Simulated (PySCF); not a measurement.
System: C2H6FGe, charge 0, multiplicity 2. It need not be the lowest isomer of its formula. SMILES: [CH3][Ge]([CH3])[F]
Structure (B3LYP-D3(BJ)/def2-TZVP (Ansatz) minimum search):
```
Ge
F 1 1.7747
C 1 1.9795 2 103.83
H 3 1.0880 1 110.40 2 63.12
H 3 1.0897 4 109.52 1 -121.33
H 3 1.0919 4 109.37 5 -120.23
C 1 1.9795 2 103.83 3 -117.97
H 7 1.0880 1 110.40 2 -63.12
H 7 1.0897 8 109.52 1 121.33
H 7 1.0919 8 109.37 9 120.23
```
Charge 0, spin multiplicity 2.

Dispersion corrections to the total energy (kcal/mol) from the dftd3 and dftd4 libraries through PySCF: D3(BJ) without and D4 with the three-body term, each with the damping fitted for the functional named.

```json
[
 {"functional": "B2PLYP", "D3(BJ)": "-3.46", "D4": "-2.72"},
 {"functional": "LC-wPBE", "D3(BJ)": "-3.90", "D4": "?"},
 {"functional": "TPSS", "D3(BJ)": "-5.10", "D4": "-5.29"},
 {"functional": "BP86", "D3(BJ)": "-6.66", "D4": "-5.26"},
 {"functional": "BLYP", "D3(BJ)": "?", "D4": "-8.64"},
 {"functional": "BHLYP", "D3(BJ)": "-5.86", "D4": "?"},
 {"functional": "CAM-B3LYP", "D3(BJ)": "-3.27", "D4": "-3.35"}
]
```

Problem. Complete the blanks.

Solution. 
- LC-wPBE, D4: -4.38
- BLYP, D3(BJ): -8.76
- BHLYP, D4: -4.89
